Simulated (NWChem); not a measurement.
# Dipole moment of Cl2Si

```
Si
Cl 1 2.1112
Cl 1 2.1112 2 101.95
```
Charge 0, spin multiplicity 1.

Everything below was run with NWChem. Structure: optimised with PBE/def2-SVP, a minimum by its harmonic frequencies.

Basis set: 6-31G*. The CCSD dipole comes from the Λ equations, without orbital relaxation.

| method | dipole moment (D) | difference from CCSD |
|---|---|---|
| BHandHLYP | 1.64 | +0.09 |
| HF | 1.81 | +0.26 |
| CCSD | 1.55 | 0.00 |
| B3LYP | 1.41 | -0.14 |
| PBE | 1.17 | -0.38 |

The values span 0.64 D, from PBE (lowest) to HF (highest). 

The correlated methods keep 15 core orbitals frozen. B3LYP has NWChem's definition, with VWN1-RPA local correlation. The Pople sets run with spherical d functions. The structure started from a generated list of species. No row is a measurement; the coupled-cluster row has its own basis-set and correlation limits.
